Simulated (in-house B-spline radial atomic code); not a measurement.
Settings and results of a run for Br+. Level of theory: scalar-relativistic (X2C) PBE, spherical fractional occupations, Fermi nucleus of rms radius 4.1629 fm, inside a hard spherical wall at 2.33 bohr; calculated with a radial B-spline atomic code at the basis-set limit.

Command:
```bash
python run_scf.py task.json out
```
Settings (nuclear radius in fm, mass in u):
```
Z                35
configuration    [Ar] 3d10 4s2 4p4
hamiltonian      x2c
method           pbe,pbe
spin_polarised   False
nucleus          fermi
rms_radius       4.1629
atomic_mass      78.91834
speed_of_light   137.035999084
wall_radius      2.33
```

Output (hartree, bohr):
```
 radial grid: 59 intervals, B-splines of order 8, outer radius 2.33 bohr

 iter        energy (Eh)    residual
    1       -2601.332545    3.71e-01
    2       -2601.735650    5.40e-02
    3       -2601.758636    1.86e-02
    4       -2601.760125    7.88e-03
    5       -2601.760423    1.37e-03
    6       -2601.760431    5.88e-05
    7       -2601.760431    3.48e-05
    8       -2601.760431    9.97e-08

 total energy                     -2601.76043
 kinetic                            2686.5556
 electron-nucleus                  -6320.0723
 Hartree                            1125.2398
 exchange-correlation                -93.4834

 orbital      occ     eigenvalue          <r>       <r^2>       <1/r>       r_max
 1s         2.000      -488.1495    0.0423318  0.00242499     36.4973     0.02743
 2s         2.000       -63.0220     0.189285   0.0423153     8.03718      0.1592
 2p         6.000       -55.5070     0.165379   0.0334933     7.74009      0.1273
 3s         2.000        -8.2228      0.55362    0.353155     2.60897      0.4849
 3p         6.000        -5.8574     0.567844    0.378615     2.43126      0.4823
 3d        10.000        -1.9520     0.600158    0.447027     2.12545      0.4335
 4s         2.000        -0.1594      1.32223      1.9072    0.999494       1.332
 4p         4.000         0.5240      1.35929     2.01874    0.967375       1.407
```

Run time, properties included: 0.06 s on 1 thread of Arm Neoverse V2 (shared host).

One-electron X2C: radii and densities carry no picture-change correction, so inner-shell <1/r> comes out high (for 1s by about 2 % at Z = 33, 5 % at 54, 10 % at 75, 30 % at 118) and <r> low.
